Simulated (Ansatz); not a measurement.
NSb (`[N]#[Sb]`) at its PBE0-D4/def2-TZVP geometry, where that method's forces vanish. Total charge 0; spin multiplicity 1. Sb: def2 effective core potential.

```xyz
2

N    -0.0597    0.3069   -0.8460
Sb    0.0597   -0.3069    0.8460
```

Problem. What forces (eV/Å) does ωB97M-V/def2-TZVPP give on these atoms in the Gaussian-basis code of Ansatz? (Estimate.)

Solution. The calculation gave: 
```
N1   0.037 -0.191  0.526
Sb2 -0.037  0.191 -0.526
```
